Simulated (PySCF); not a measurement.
A species of formula C5H9ClOSi2 has this rotational fingerprint, computed with PBE0/pcSseg-1 in PySCF (dipole) on a GFN2-xTB geometry, gas phase:

* Rotational constants: A = 2043, B = 532.3, C = 467.9 MHz
* Dipole components: |μa| = 2.66 D, |μb| = 0.67 D, |μc| = 0.10 D
* Inertial defect: -116.61 u·Å²
* κ: -0.92

**Question.** Which candidate fits, each taken in the one conformer that was computed?
A. `[O:1]=[CH:2][C:3]#[C:4][C@:5]([SiH3:6])([Cl:7])[CH2:8][SiH3:9]` with C4–C5–C8–Si9 -58°
B. `[SiH3:1][C@H:2]([Cl:3])[SiH2:4][c:5]1[cH:6][cH:7][cH:8][o:9]1` with Si1–C2–Si4–C5 -60°, C2–Si4–C5–C6 148°
C. `[OH:1][Si@H:2]1[CH:3]=[CH:4][Si@@H:5]([CH2:6][Cl:7])[CH:8]=[CH:9]1` with H–O1–Si2–C3 -60°, C4–Si5–C6–Cl7 59°, O1–Si2–C3–C4 100°, C3–C4–Si5–C6 -99°, C4–Si5–C8–C9 -19°, O1–Si2–C9–C8 -100°
D. `[CH2:1]=[CH:2][CH2:3][Si@@H:4]1[C:5](=[O:6])[SiH2:7][C@H:8]1[Cl:9]` with C1–C2–C3–Si4 106°, C2–C3–Si4–C5 44°, C3–Si4–C5–O6 82°, Si4–C5–Si7–C8 -9°, C5–Si7–C8–Cl9 -106°, C3–Si4–C8–Si7 100°
E. `[SiH3:1][C:2]1=[CH:3][CH:4]=[CH:5][O:6][Si@@H:7]1[CH2:8][Cl:9]` with O6–Si7–C8–Cl9 170°, C2–C3–C4–C5 6°, C4–C5–O6–Si7 -10°, C5–O6–Si7–C8 137°, Si1–C2–Si7–O6 167°
F. `[Cl:1][CH2:2][C:3]#[C:4][C@@H:5]1[CH2:6][SiH2:7][O:8][SiH2:9]1` with C4–C5–C6–Si7 -157°, C5–C6–Si7–O8 24°, C6–Si7–O8–Si9 -6°, Si7–O8–Si9–C5 -10°

**Answer.** B. It is [SiH3][C@H](Cl)[SiH2]c1ccco1, a near-prolate asymmetric top, point group C1. The candidates at the same level (rigid rotor, commonest isotopes):

```json
{"SMILES": "ClCC#C[C@@H]1C[SiH2]O[SiH2]1", "A (MHz)": "2587", "B (MHz)": "371.4", "C (MHz)": "338.5", "μa (D)": "0.97", "μb (D)": "2.50", "μc (D)": "0.49", "Δ (u·Å²)": "-62.81", "point group": "C1", "rotor": "near-prolate asymmetric top"}
{"SMILES": "C=CC[Si@@H]1C(=O)[SiH2][C@H]1Cl", "A (MHz)": "1158", "B (MHz)": "761.0", "C (MHz)": "646.4", "μa (D)": "1.82", "μb (D)": "1.76", "μc (D)": "0.72", "Δ (u·Å²)": "-318.76", "point group": "C1", "rotor": "asymmetric top"}
{"SMILES": "[SiH3][C@H](Cl)[SiH2]c1ccco1", "A (MHz)": "2043", "B (MHz)": "532.3", "C (MHz)": "467.9", "μa (D)": "2.66", "μb (D)": "0.67", "μc (D)": "0.10", "Δ (u·Å²)": "-116.61", "point group": "C1", "rotor": "near-prolate asymmetric top"}
{"SMILES": "O[Si@H]1C=C[Si@@H](CCl)C=C1", "A (MHz)": "1274", "B (MHz)": "889.2", "C (MHz)": "735.7", "μa (D)": "2.05", "μb (D)": "1.99", "μc (D)": "0.00", "Δ (u·Å²)": "-277.96", "point group": "Cs", "rotor": "asymmetric top"}
{"SMILES": "[SiH3]C1=CC=CO[Si@@H]1CCl", "A (MHz)": "1357", "B (MHz)": "787.3", "C (MHz)": "520.0", "μa (D)": "2.29", "μb (D)": "0.63", "μc (D)": "0.85", "Δ (u·Å²)": "-42.51", "point group": "C1", "rotor": "asymmetric top"}
{"SMILES": "O=CC#C[C@]([SiH3])(Cl)C[SiH3]", "A (MHz)": "993.0", "B (MHz)": "651.6", "C (MHz)": "504.2", "μa (D)": "2.55", "μb (D)": "0.17", "μc (D)": "0.37", "Δ (u·Å²)": "-282.20", "point group": "C1", "rotor": "asymmetric top"}
```

`ClCC#C[C@@H]1C[SiH2]O[SiH2]1` has B 30 % too low; `[SiH3]C1=CC=CO[Si@@H]1CCl` has B 48 % too high; `C=CC[Si@@H]1C(=O)[SiH2][C@H]1Cl` has A 43 % too low; `O=CC#C[C@]([SiH3])(Cl)C[SiH3]` has A 51 % too low; `O[Si@H]1C=C[Si@@H](CCl)C=C1` has B 67 % too high. No structure here is proved a minimum.
